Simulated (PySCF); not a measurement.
## Fractional electron number in K²⁺ (potassium, charge +2)

The 3p beta orbital of [Ne] 3s2 3p5 is emptied in steps (occupation f), with all orbitals relaxed, ending at [Ne] 3s2 3p4. Calculation: PySCF 2.14, in def2-SVP (5s3p2d, 24 functions); the non-relativistic Hamiltonian (point nucleus). The exact energy is a straight line in f; departures are measured from the line between the end points of the same method.

Q: Among UHF, LDA, PBE, PBE0, r2SCAN, LC-wPBE, BHandHLYP, wB97X, BLYP, B3LYP, which shows the largest delocalisation error (convex curve), and which is closest to linear?

A: Most convex: LDA (-1.902 eV at f = 0.4); closest to linear: UHF (0.035 eV).

```tsv
f	UHF (eV)	LDA (eV)	PBE (eV)	PBE0 (eV)	r2SCAN (eV)	LC-wPBE (eV)	BHandHLYP (eV)	wB97X (eV)	BLYP (eV)	B3LYP (eV)
1	0.000	0.000	0.000	0.000	0.000	0.000	0.000	0.000	0.000	0.000
0.8	0.025	-1.277	-1.244	-0.932	-1.172	-0.458	-0.631	-0.519	-1.254	-1.007
0.6	0.036	-1.910	-1.855	-1.390	-1.739	-0.677	-0.946	-0.770	-1.874	-1.506
0.4	0.035	-1.902	-1.841	-1.380	-1.713	-0.666	-0.946	-0.762	-1.866	-1.501
0.2	0.023	-1.262	-1.217	-0.912	-1.118	-0.434	-0.631	-0.503	-1.238	-0.997
0	0.000	0.000	0.000	0.000	0.000	0.000	0.000	0.000	0.000	0.000
```

```
   method  E(f=0) − E(f=1) (eV)  −ε at f=1 (eV)  −ε at f=0.4 (eV)
      UHF                46.918          47.081            46.883
      LDA                48.483          40.477            50.110
      PBE                48.300          40.489            49.907
     PBE0                48.324          42.473            49.528
   r2SCAN                48.377          40.983            49.954
  LC-wPBE                48.489          45.592            49.107
BHandHLYP                48.229          44.282            49.016
    wB97X                48.405          45.133            49.081
     BLYP                48.209          40.348            49.807
    B3LYP                48.425          42.112            49.704
```

Reference removal energy between the ground levels: 45.803 eV (semi-empirical (NIST evaluation); NIST Atomic Spectra Database, ionization energies). The calculation has no spin-orbit coupling. UHF lacks correlation.
